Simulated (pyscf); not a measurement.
O=Cr(=O)(OH)–O–SiH₃ → O=Cr(=O)=O + silanol (HO–SiH₃), an elimination (singlet surface; Cr–O, H–O broken, H–O formed). PySCF, gas phase, ωB97X-D3(BJ)/def2-SVP geometries. Energies in kcal/mol from the reactant's lowest minimum found.

Small-basis levels: PySCF, no dispersion term, spherical d functions. AM1 to PM7: differences of heats of formation from MOPAC, which are fitted to 298 K values and so differ in kind from electronic energies by zero-point and thermal terms. Cost: rough CPU time at the saddle relative to B3LYP/6-31G*+LANL2DZ, from one job on a shared machine.

| level | barrier | reaction energy | cost |
|---|---|---|---|
| HF/STO-3G | (withheld) | +120.7 | 0.07 |
| HF/3-21G | 52.1 | +86.8 | 0.2 |
| HF/6-31G*+LANL2DZ | 53.4 | +59.0 | 0.2 |
| MP2/6-31G*+LANL2DZ | 45.9 | +62.5 | 0.3 |
| SVWN5/6-31G*+LANL2DZ | 38.9 | +76.3 | 2 |
| BP86/6-31G*+LANL2DZ | (withheld) | +60.9 | 2 |
| PBE/6-31G*+LANL2DZ | 40.7 | +62.0 | 2 |
| B3LYP/LANL2DZ | 45.3 | +64.9 | 0.8 |
| B3LYP/6-311+G**+LANL2DZ | 44.9 | +57.3 | 2 |
| B3LYP/def2-SVP | 43.4 | +62.1 | 1 |
| PM6 | 56.4 | +57.5 | under 0.02 |
| PM7 | 67.1 | +50.5 | under 0.02 |
| ωB97M-D3(BJ)/def2-TZVP | (withheld) | +60.6 | – |

Q: Some entries are withheld; supply them.

A: 
- HF/STO-3G, barrier: 67.5
- BP86/6-31G*+LANL2DZ, barrier: 41.0
- ωB97M-D3(BJ)/def2-TZVP, barrier: 44.2

Against the last row the barrier runs from -5.3 (SVWN5/6-31G*+LANL2DZ) to +23.4 kcal/mol (HF/STO-3G). ωB97M-D3(BJ)/def2-TZVP has limits of its own. On the product side the descent ends in an adduct with a Cr–O contact, 44.3 kcal/mol under the separated species and 24.8 kcal/mol under the saddle at ωB97X-D3(BJ)/def2-TZVP. At ωB97M-D3(BJ) the saddle lies under the separated products, which points to a path from their complex (located at ωB97X-D3(BJ) alone), and parting the products costs more than the saddle. What is counted as broken (Cr–O) persists as a longer contact in the product adduct; parting that adduct is a step of its own. One saddle was located; it need not be the lowest between these sides.
